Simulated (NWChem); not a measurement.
Species: C2H6OSi2; SMILES O[SiH2][SiH2]C#C

```xyz
11

C     -1.2456    -2.4374    -0.0730
C     -0.2541    -1.7393     0.0485
Si     1.1549    -0.5610     0.2074
Si     0.1437     1.4953    -0.3431
O     -1.4032     1.4411     0.2841
H     -2.1053    -3.0763    -0.1780
H      2.2544    -0.9757    -0.7151
H      1.6545    -0.6062     1.6146
H      0.8319     2.6685     0.2647
H      0.1565     1.6546    -1.8326
H     -1.8198     0.5723     0.2414
```
Atoms are numbered in this order, from 1.

Results from NWChem. STO-3G and 3-21G are far too small for this property and stand as cheap habits. Geometry: optimised at PBE0/def2-SVP. GIAO values for the isolated, static molecule; σ is the absolute isotropic shielding, δ = σ(reference) − σ with the isolated reference molecule computed at the same levels (13C: tetramethylsilane, 1H: tetramethylsilane, 17O: water, 29Si: tetramethylsilane).

```json
[
 {"level": "KT2/pcSseg-1", "δ C2 (ppm)": "71.6", "δ Si3 (ppm)": "-97.9", "δ O5 (ppm)": "0.7", "δ H7 (ppm)": "4.22", "δ H8 (ppm)": "4.33", "δ H10 (ppm)": "5.45", "δ H11 (ppm)": "0.82", "relative time": "10"},
 {"level": "BHandHLYP/pcSseg-1", "δ C2 (ppm)": "83.0", "δ Si3 (ppm)": "-91.3", "δ O5 (ppm)": "-5.3", "δ H7 (ppm)": "3.87", "δ H8 (ppm)": "4.01", "δ H10 (ppm)": "4.91", "δ H11 (ppm)": "1.33", "relative time": "10"},
 {"level": "PBE0/pcSseg-1", "δ C2 (ppm)": "82.2", "δ Si3 (ppm)": "-96.2", "δ O5 (ppm)": "-2.9", "δ H7 (ppm)": "4.07", "δ H8 (ppm)": "4.21", "δ H10 (ppm)": "5.26", "δ H11 (ppm)": "1.05", "relative time": "10"},
 {"level": "Hartree-Fock/STO-3G", "δ C2 (ppm)": "72.9", "δ Si3 (ppm)": "-65.9", "δ O5 (ppm)": "-93.9", "δ H7 (ppm)": "1.57", "δ H8 (ppm)": "1.61", "δ H10 (ppm)": "2.08", "δ H11 (ppm)": "-3.65", "relative time": "1"}
]
```

The last column is a rough cost ratio, cheapest run = 1.
